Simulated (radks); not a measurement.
Excited configurations of N I: one electron is placed in a higher orbital outside [He] 2s2 2p2. The ground configuration is [He] 2s2 2p3. All-electron calculation, scalar-relativistic Kohn-Sham, PBE, spin-unpolarised, spherical densities, finite nucleus; Fermi nuclear charge, rms radius 2.5582 fm. Program: a radial shooting solver on a logarithmic mesh with Libxc functionals. Excitation = E - E(ground); binding = E(ion) - E, where the ion is the core of charge +1; n* = 1/sqrt(2 binding) in atomic units, and the quantum defect is n - n*.

outer orbital	excitation (eV)	binding (eV)	eigenvalue (eV)	<r> (bohr)
3d	12.008	1.583	-0.713	10.07
5p	12.705	0.886	-0.556	24.03
5d	12.921	0.670	-0.413	30.43
5f	12.969	0.622	-0.366	29.81
7p	13.162	0.429	-0.290	52.21

The Delta-SCF ionisation energy is 13.591 eV (NIST Atomic Spectra Database: 14.534 eV, measured). Self-interaction in the functional shifts the binding energies and quantum defects, so they are the method's values and not measured ones. Spin polarisation and multiplet splitting are left out, so open shells lie too high by an amount that depends on their filling.

Beside tabulated values, note that spin-unpolarised runs miss the spin-polarisation part of the exchange energy of open shells.
